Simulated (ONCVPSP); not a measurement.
Which change was made? (Mg, ONCV)

* Element: magnesium
* Generator: ONCVPSP 4.0.1
* Type: optimised norm-conserving Vanderbilt (ONCV)
* Functional: LDA (Perdew-Wang 92)
* Relativity: fully relativistic
* Frozen core: [He] 2s2
* Valence charge: 8
* Reference configuration: 2p6 3s0.5 (charge +1.5)
* Partial waves: 3s: rc 2.30 bohr, ncon 4, nbas 9, qcut 2.8 1/bohr, 2 projectors, debl 2 Ha; 2p: rc 0.90 bohr, ncon 4, nbas 8, qcut 14.5 1/bohr, 2 projectors, debl 0.6 Ha; d scattering state at 0.13 Ha: rc 2.10 bohr, ncon 5, nbas 9, qcut 4.9 1/bohr, 1 projector
* Local potential: polynomial inside 0.80 bohr (lpopt 5, dvloc0 3 Ha)
* Core correction: Teter function, fcfact 2.75, rcfact 1.5

Open shells are filled in proportion to 2j + 1.

In the p channel the program set the typed energies aside and used -2.243, 0.250 Ha (j = l + 1/2; the other j can differ).

Cutoffs, loose and tight: the cutoffs (Ha) at which the residual kinetic energy of the hardest occupied pseudo-wave falls to 1 and 0.1 mHa per electron. They do not see the model core or the augmentation charge, which bear on the density cutoff. Test errors are all-electron minus pseudo excitation energies from the reference, over the configurations 2p6 3s2; 2p6 3s1; 2p6 3s0; 2p6 3s1 3p1; variants that change the core or the reference have their own tests.

The base gives: outcome: generated, projector energies reset by the program; cutoff, loose: 85 Ha; cutoff, tight: 96 Ha; bound ghosts: none; GHOST(+) flags above zero: s; largest test error (meV): +11.

Problem. After one change the result is: outcome: failed: optimize: ERROR ps0norm > uunorm, code will stop. Which change was it?
A. s: rc 2.84
B. s: rc 1.92
C. s: rc 3.12
D. s: rc 1.64

Solution. D. The others give: s: rc 1.92 → outcome: generated, projector energies reset by the program; cutoff, loose: 85 Ha; cutoff, tight: 96 Ha; bound ghosts: none; GHOST(+) flags above zero: s; largest test error (meV): +17 | s: rc 3.12 → outcome: generated, projector energies reset by the program; cutoff, loose: 85 Ha; cutoff, tight: 96 Ha; bound ghosts: none; GHOST(+) flags above zero: s; largest test error (meV): -27 | s: rc 2.84 → outcome: generated, projector energies reset by the program; cutoff, loose: 85 Ha; cutoff, tight: 96 Ha; bound ghosts: none; GHOST(+) flags above zero: s; largest test error (meV): -11.
